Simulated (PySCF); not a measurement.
# How methods differ on the ionisation energy of Ar⁺

Ar⁺ [Ne] 3s2 3p5 (2P) → Ar²⁺ [Ne] 3s2 3p4 (3P), as a difference of total energies. All numbers are calculated (PySCF 2.14, the spin-free X2C one-electron Hamiltonian (Gaussian nucleus), in aug-cc-pCVTZ-DK with one added diffuse shell each of s, p, d, f type (9s8p6d4f, 91 functions)). Correlated levels: valence: [Ne] frozen. The calculations carry no spin-orbit coupling.

| method | ionisation energy (eV) |
| --- | --- |
| UHF | 26.352 |
| MP2 (valence) | 27.363 |
| SCS-MP2 (valence) | 27.362 |
| CCSD (valence) | 27.329 |
| CCSD(T) (valence) | 27.368 |

**Question.** How much does correlation contribute at CCSD(T) (valence)?

**Answer.** 27.368 − (26.352) = 1.016 eV, measured against UHF.

A first-order spin-orbit estimate (lowest level to lowest level, LS coupling) adds -0.007 eV.

Errors of the correlated levels include the incompleteness of this basis and the frozen core.

For comparison: 27.630 eV (measured; NIST Atomic Spectra Database, ionization energies).
